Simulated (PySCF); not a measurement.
Isomers of C8H14O, mass 126.104 u with the commonest isotopes. Level of theory: PBE0-D3(BJ)/def2-SVP geometry optimisation, gas phase (PySCF). One conformer each, none proved a minimum here; rigid rotors.

Question: Order these by out-of-plane moment Σ m c² = (Ia + Ib − Ic)/2, smallest first.
A. `[CH3:1][CH2:2][C@:3]12[CH2:4][CH2:5][C@H:6]([CH2:7][CH2:8]1)[O:9]2` with C1–C2–C3–C4 65°
B. `[CH3:1][C:2](=[C:3]=[O:4])[CH2:5][C:6]([CH3:7])([CH3:8])[CH3:9]` with C1–C2–C5–C6 97°
C. `[CH3:1][C@@H:2]1[CH2:3][C@:4]12[CH2:5][CH2:6][CH2:7][C@H:8]2[OH:9]` with C7–C8–O9–H 57°, C1–C2–C3–C4 -112°, C2–C3–C4–C5 113°, C3–C4–C5–C6 146°, C4–C5–C6–C7 -28°

Answer: C (40.97 u·Å²), B (60.99 u·Å²), A (65.28 u·Å²).

Question: Order these by radius of gyration √(Σ m r²/M), smallest first.
A. `[CH3:1][C@@H:2]1[CH2:3][C@:4]12[CH2:5][CH2:6][CH2:7][C@H:8]2[OH:9]` with C7–C8–O9–H 57°, C1–C2–C3–C4 -112°, C2–C3–C4–C5 113°, C3–C4–C5–C6 146°, C4–C5–C6–C7 -28°
B. `[CH3:1][CH2:2][C@:3]12[CH2:4][CH2:5][C@H:6]([CH2:7][CH2:8]1)[O:9]2` with C1–C2–C3–C4 65°
C. `[CH3:1][C:2](=[C:3]=[O:4])[CH2:5][C:6]([CH3:7])([CH3:8])[CH3:9]` with C1–C2–C5–C6 97°

Answer: B (1.930 Å), A (2.043 Å), C (2.225 Å).

Question: Order these by dipole moment, largest first.
A. `[CH3:1][C:2](=[C:3]=[O:4])[CH2:5][C:6]([CH3:7])([CH3:8])[CH3:9]` with C1–C2–C5–C6 97°
B. `[CH3:1][C@@H:2]1[CH2:3][C@:4]12[CH2:5][CH2:6][CH2:7][C@H:8]2[OH:9]` with C7–C8–O9–H 57°, C1–C2–C3–C4 -112°, C2–C3–C4–C5 113°, C3–C4–C5–C6 146°, C4–C5–C6–C7 -28°
C. `[CH3:1][CH2:2][C@:3]12[CH2:4][CH2:5][C@H:6]([CH2:7][CH2:8]1)[O:9]2` with C1–C2–C3–C4 65°

Answer: A (1.84 D), B (1.53 D), C (1.39 D).

```json
{"SMILES": "CC(=C=O)CC(C)(C)C", "point group": "C1", "Ia (u·Å²)": "215.28", "Ib (u·Å²)": "470.12", "Ic (u·Å²)": "563.42", "κ": "-0.75", "μa (D)": "1.25", "μb (D)": "1.34", "μc (D)": "0.17"}
{"SMILES": "C[C@@H]1C[C@]12CCC[C@H]2O", "point group": "C1", "Ia (u·Å²)": "212.92", "Ib (u·Å²)": "354.33", "Ic (u·Å²)": "485.30", "κ": "-0.42", "μa (D)": "0.01", "μb (D)": "1.21", "μc (D)": "0.93"}
{"SMILES": "CC[C@]12CC[C@H](CC1)O2", "point group": "Cs", "Ia (u·Å²)": "168.46", "Ib (u·Å²)": "366.66", "Ic (u·Å²)": "404.56", "κ": "-0.85", "μa (D)": "0.05", "μb (D)": "0.00", "μc (D)": "1.39"}
```
